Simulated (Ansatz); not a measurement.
Start from `[SH][Sn]([Cl])([Cl])[Cl]` and change one atom or group to get `[F][Sn]([Cl])([Cl])[Cl]`.

Ansatz, PBE0-D4/def2-TZVP geometries, multiplicity 1. Each molecule was computed in one conformer, which needn't be the lowest.

Elements past krypton have def2 core potentials.

| property | `[SH][Sn]([Cl])([Cl])[Cl]` |
| --- | --- |
| HOMO–LUMO gap (PBE/def2-TZVPP) / eV | 3.46 |
| LUMO energy (ωB97M-V/def2-TZVPP) / eV | -0.83 |
| HOMO–LUMO gap (ωB97M-V/def2-TZVPP) / eV | 9.85 |
| HOMO energy (B3LYP/def2-TZVPP) / eV | -8.21 |
| HOMO–LUMO gap (PBE0/def2-TZVPP) / eV | 5.62 |
| ideal-gas entropy at 298 K and 1 bar (rigid rotor, harmonic PBE0-D4/def2-TZVP) / J/(mol·K) | 409 |

(1) What does the change do to each property? (Best estimate.)

Answers

(1) The calculation gave: 
```csv
property,`[F][Sn]([Cl])([Cl])[Cl]`,shift
HOMO–LUMO gap (PBE/def2-TZVPP) / eV,4.35,0.89
LUMO energy (ωB97M-V/def2-TZVPP) / eV,-1.11,-0.28
HOMO–LUMO gap (ωB97M-V/def2-TZVPP) / eV,11.11,1.26
HOMO energy (B3LYP/def2-TZVPP) / eV,-9.64,-1.43
HOMO–LUMO gap (PBE0/def2-TZVPP) / eV,6.74,1.12
"ideal-gas entropy at 298 K and 1 bar (rigid rotor, harmonic PBE0-D4/def2-TZVP) / J/(mol·K)",369,-40
```

With PBE0 the HOMO falls by 1.47 eV and the LUMO falls by 0.35 eV, so the gap widens by about 1.12 eV. PBE moves the HOMO by -1.27 eV and ωB97M-V by -1.53 eV. The zero-point energy changes by -18.6 kJ/mol with -3 modes. Modes under 60 cm⁻¹, often nearly free rotors, make the harmonic entropy too high.

B3LYP here is the variant with VWN-RPA as its local correlation; programs differ in this.
